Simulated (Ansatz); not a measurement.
The same path of a periodic cell of 13 atoms, Sc12H (host Sc, host structure hcp, interstitial H) was run twice with different band settings.

Theory: DFT LDA, scalar-relativistic, plane waves, PAW in Ansatz. Settings: cutoff 420 eV, k mesh 4x3x4, gaussian smearing 0.05 eV, no spin polarisation.

Relaxed end points:

```xyz
13
Lattice="6.6200 0.0000 0.0000 -4.9650 8.5996 0.0000 0.0000 0.0000 5.2761" Properties=species:S:1:pos:R:3
Sc -0.004 -0.006 0.020
Sc 0.002 1.913 2.656
Sc -1.663 2.870 0.022
Sc -1.667 4.773 2.648
Sc -3.312 5.723 0.017
Sc -3.314 7.653 2.657
Sc 3.309 -0.010 0.021
Sc 3.300 1.906 2.657
Sc 1.657 2.873 0.018
Sc 1.659 4.772 2.646
Sc -0.003 5.732 -0.082
Sc -0.003 7.665 2.655
H -0.004 5.739 3.162
```

```xyz
13
Lattice="6.6200 0.0000 0.0000 -4.9650 8.5996 0.0000 0.0000 0.0000 5.2761" Properties=species:S:1:pos:R:3
Sc 0.000 -0.008 -0.016
Sc 0.004 1.907 2.625
Sc -1.659 2.863 -0.019
Sc -1.665 4.767 2.624
Sc -3.310 5.721 -0.016
Sc -3.312 7.646 2.624
Sc 3.311 -0.011 -0.018
Sc 3.305 1.901 2.623
Sc 1.659 2.864 -0.015
Sc 1.663 4.767 2.627
Sc -0.001 5.727 0.077
Sc -0.001 7.659 2.618
H -0.001 5.734 2.112
```

Common settings: climbing image yes; force threshold 0.05 eV/Å; end points relaxed.

| run | movable images | spring | optimiser | start path | iteration limit | theory |
| --- | --- | --- | --- | --- | --- | --- |
| 1 | 5 | 2.0 eV/Å² | lbfgs | straight line | 39 | DFT LDA, scalar-relativistic, plane waves, PAW cutoff 420 eV, k mesh 4x3x4, gaussian smearing 0.05 eV, no spin polarisation |
| 2 | 3 | 5.0 eV/Å² | quadratic models (default) | default | 50 | DFT LDA, scalar-relativistic, plane waves, PAW cutoff 250 eV, k mesh 4x3x4, gaussian smearing 0.05 eV, no spin polarisation |

(1) What does each run give, and how far can it be trusted?

Answers

(1) Run 1: converged after 3 iterations, highest image 0.121 eV above the first end. By the program's own check the climbing image is of a kind that is not told: the force calls were inconclusive, a negative curvature could not be distinguished from the path's own, the only one lies far off the path, or fixed occupations may fill a level only in part (lowest curvatures found: -2.04 and 1.61 eV/Å²).
Run 2: converged after 3 iterations, highest image 0.115 eV above the first end. The order of the stationary point at the top wasn't checked. The plane-wave cutoff is below what these datasets need, so energies and pressures aren't converged.
Limits of this set-up: coarse k mesh, odd electron count without spin.
